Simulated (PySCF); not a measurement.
F₆W, charge +1, doublet, geometry from GFN2-xTB (such geometries of metal compounds can be far from the true shape) (the multiplicity is a formal guess) (core potentials on W); DF-HF/def2-SVP in PySCF.

Here is a job for PySCF.
```python
from pyscf import gto, scf

mol = gto.M(
    atom='''
W     0.000000    0.000000   -0.000000
F     1.117270   -0.458334   -1.402546
F    -1.117270    0.458334    1.402546
F    -1.174878    0.787987   -1.193413
F    -0.892674   -1.610746   -0.184734
F     0.892674    1.610746    0.184734
F     1.174878   -0.787987    1.193413
''',
    basis='def2-svp',
    ecp={'W': 'def2-svp'},
    charge=1,
    spin=1,
    verbose=4,
    symmetry=True,
    symmetry_subgroup='D2',
)

mf = scf.UHF(mol)
mf = mf.density_fit(auxbasis='def2-universal-jkfit')
mf.kernel()
mf.analyze()
```

Output, abridged:

```
Traceback (most recent call last):
  File "input.py", line 3, in <module>
  File "site-packages/pyscf/gto/mole.py", line 119, in M
  File "site-packages/pyscf/gto/mole.py", line 2621, in build
  File "site-packages/pyscf/gto/mole.py", line 2703, in _build_symmetry
  File "site-packages/pyscf/symm/geom.py", line 441, in as_subgroup
pyscf.lib.exceptions.PointGroupSymmetryError: D2 not in Ablien subgroup of Oh
```

The input was rejected before any calculation.
